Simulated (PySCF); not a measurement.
H₁₀Si₄, triplet, at the geometry of the source list (a higher spin typed on purpose: for a closed-shell molecule this is an excited state). Base run: DF-B3LYP/6-31G* in PySCF.

The PySCF input:
```python
from pyscf import gto, scf, dft

mol = gto.M(
    atom='''
Si    2.098800   -0.873000    0.892900
Si    1.094900    1.112000    0.257600
Si   -0.717300    0.797700   -1.162400
Si   -2.374600   -0.521200   -0.232300
H     3.280500   -0.736400    1.746500
H     1.154600   -1.721800    1.625400
H     2.525300   -1.643100   -0.279300
H     2.093500    2.032300   -0.310600
H     0.632100    1.835000    1.455500
H    -0.234300    0.176000   -2.408200
H    -1.281500    2.072900   -1.634200
H    -2.842000    0.042300    1.037700
H    -3.566900   -0.711800   -1.060400
H    -1.863200   -1.860900    0.071800
''',
    basis='6-31g*',
    charge=0,
    spin=2,
    verbose=4,
)

mf = dft.UKS(mol)
mf.xc = 'b3lyp'
mf = mf.density_fit(auxbasis='def2-universal-jkfit')
mf.kernel()
```

The base run was repeated with changes; each row names its change, and settings that it needs were set with it.

```
change                                        E (Eh)  HOMO (eV)  dipole (D)  <S^2>  core-seconds (rough)                outcome
---------------------------------------  -----------  ---------  ----------  -----  --------------------  ---------------------
base                                     -1163.74897      -2.05        0.04  2.005                    30              converged
functional = bhandhlyp                   -1163.64328      -2.68        0.15  2.008                    30              converged
functional = blyp; dispersion = d3zero   -1163.62590      -1.40        0.03  2.003                    30              converged
functional = tpssh                       -1163.75976      -1.92        0.02  2.006                    40              converged
functional = wb97x_v                               -          -           -      -                     -  cut at the time limit
functional = r2scan                      -1163.55333      -1.75        0.07  2.009                    50              converged
functional = revpbe                      -1163.42722      -1.61        0.07  2.005                    30              converged
functional = x3lyp                       -1163.56292      -2.05        0.05  2.005                    20              converged
functional = blyp                        -1163.61596      -1.40        0.03  2.003                    30              converged
functional = pw6b95                      -1164.71066      -2.26        0.06  2.004                    40              converged
functional = b97m_v                                -          -           -      -                     -  cut at the time limit
functional = b3lyp; dispersion = d3zero  -1163.75737      -2.05        0.04  2.005                    30              converged
functional = o3lyp                       -1163.61441      -1.78        0.01  2.005                    20              converged
```

Total energies compare only within one method and basis.

Open shells are given as the SCF converged; they aren't shown to be the lowest states, and a large step between rows can be another state.
